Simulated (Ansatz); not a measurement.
The pair A = GeH4 (SMILES [GeH4]) (first 5 atoms), B = Si2H6 (SMILES [SiH3][SiH3]); geometry from B3LYP-D3(BJ)/def2-TZVP.
(charge 0, multiplicity 1):
```xyz
13

Ge     0.012     0.138     0.045
H     -1.318     0.717    -0.457
H      0.690     1.148     0.982
H      0.934    -0.149    -1.150
H     -0.253    -1.166     0.811
Si     1.163    -0.035     4.124
Si    -1.177    -0.138     4.007
H      1.621     1.373     4.042
H      1.784    -0.803     3.019
H      1.623    -0.608     5.413
H     -1.767     0.478     5.221
H     -1.628    -1.548     3.923
H     -1.684     0.592     2.820
```

Frozen-core correlation. Filled d and f shells under p-block atoms count as core. MP2 and its Hartree–Fock in def2-TZVPPD are density fitted.

Run with Ansatz (an electronic-structure program) with Gaussian orbitals. Each number belongs to the level named beside it.

The counterpoise-corrected interaction energy is E(AB) − E(A in the pair's basis) − E(B in the pair's basis). Total energies (hartree):

| level | AB | A in the pair's basis | B in the pair's basis |
|---|---|---|---|
| HF/def2-SVPD | -2658.5772117 | -2077.4150900 | -581.1644791 |
| MP2/def2-SVPD | -2658.9222108 | -2077.5331377 | -581.3875806 |
| HF/def2-TZVPPD | -2659.0431824 | -2077.6796583 | -581.3658786 |
| MP2/def2-TZVPPD | -2659.4531885 | -2077.8191438 | -581.6321452 |
| CCSD(T)/def2-SVPD | -2659.0142686 | -2077.5659842 | -581.4467575 |

Work out the counterpoise-corrected interaction energy at the basis-set limit: extrapolate the MP2 correlation part as X⁻³, take Hartree–Fock from the larger set, and add the CCSD(T) − MP2 difference of def2-SVPD.


1. Differences (1 hartree = 627.509 kcal/mol): HF/def2-SVPD 1.479; MP2/def2-SVPD -0.937; HF/def2-TZVPPD 1.477; MP2/def2-TZVPPD -1.192; CCSD(T)/def2-SVPD -0.958.
2. Correlation parts, MP2 less HF: -2.416 in def2-SVPD (X = 2), -2.669 in def2-TZVPPD (X = 3).
3. Limit (3³·(-2.669) − 2³·(-2.416))/(3³ − 2³) = -2.776; with HF/def2-TZVPPD it gives -1.299.
4. CCSD(T) less MP2 in def2-SVPD: -0.022.
Result: -1.32 kcal/mol, against -0.94 at MP2/def2-SVPD. It is an estimate of this method's limit, not of the exact value.
